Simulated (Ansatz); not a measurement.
Geometry optimisation, RKS r2SCAN/6-31G* (Ansatz).

Input:

```yaml
crystal:
  periodic: [false, false, false]
  atoms:
    - { symbol: Si, position_ang: [0.248319, 0.077084, -0.210991] }
    - { symbol: H, position_ang: [0.08057, 0.045306, 1.243545] }
    - { symbol: Cl, position_ang: [2.271457, 0.025591, -0.574464] }
    - { symbol: Cl, position_ang: [-0.498503, 1.767905, -1.064745] }
    - { symbol: Cl, position_ang: [-0.560773, -1.610195, -1.058298] }
    - { symbol: O, position_ang: [-2.301672, 0.067184, 1.127812] }
    - { symbol: H, position_ang: [-2.82584, -0.696628, 0.84127] }
    - { symbol: H, position_ang: [-1.674959, -0.305947, 1.790372] }
basis:
  gaussian: { orbitals: "6-31G*" }
hamiltonian:
  xc: r2scan
relax:
  f_tol: 0.03
  max_steps: 50
output:
  orbitals: {}
```

Launched with:

```bash
$ ansatz run input.yaml --threads 4 --pin off --max-ram 5120MiB --backend cpu --events-out ev --progress --plain --runs-dir out
```

Q: Where does it end, and by what steps?

A: The forces met the threshold. The force dipped under the threshold on the way, but the program's further checks kept it going. After 22 steps the energy has fallen by 0.185 eV; H8 moved furthest, 1.17 Å.

| step | energy less start (eV) | largest force component (eV/Å) | accepted |
| --- | --- | --- | --- |
| 0 | 0.0000 | 0.805 | yes |
| 1 | -0.0635 | 0.806 | yes |
| 2 | -0.0726 | 1.359 | yes |
| 3 | -0.1145 | 0.417 | yes |
| 4 | -0.1087 | 0.816 | no |
| 5 | -0.1298 | 0.216 | yes |
| 6 | -0.1390 | 0.095 | yes |
| 7 | -0.1498 | 0.049 | yes |
| 8 | -0.1190 | 1.210 | no |
| 9 | -0.1563 | 0.051 | yes |
| 10 | -0.1595 | 0.286 | yes |
| 11 | -0.1587 | 0.579 | no |
| 12 | -0.1661 | 0.103 | yes |
| 13 | -0.1701 | 0.061 | yes |
| 14 | -0.1719 | 0.327 | yes |
| 15 | -0.1731 | 0.467 | yes |
| 16 | -0.1815 | 0.021 | yes |
| 17 | -0.1816 | 0.177 | yes |
| 18 | -0.1826 | 0.143 | yes |
| 19 | -0.1841 | 0.005 | yes |
| 20 | -0.1844 | 0.071 | yes |
| 21 | -0.1846 | 0.049 | yes |
| 22 | -0.1847 | 0.025 | yes |

```xyz
8
Properties=species:S:1:pos:R:3
Si 0.353 0.026 -0.127
H 0.485 0.280 1.309
Cl 2.235 0.190 -0.946
Cl -0.821 1.415 -1.087
Cl -0.301 -1.878 -0.549
O -2.090 -0.111 1.382
H -2.703 0.456 0.889
H -2.420 -1.008 1.224
```

Whether the end is a true minimum wasn't checked by a vibrational analysis.

Run time: 54 s on 4 threads of Arm Neoverse V1, with other jobs on the host, peak memory 0.18 GiB.
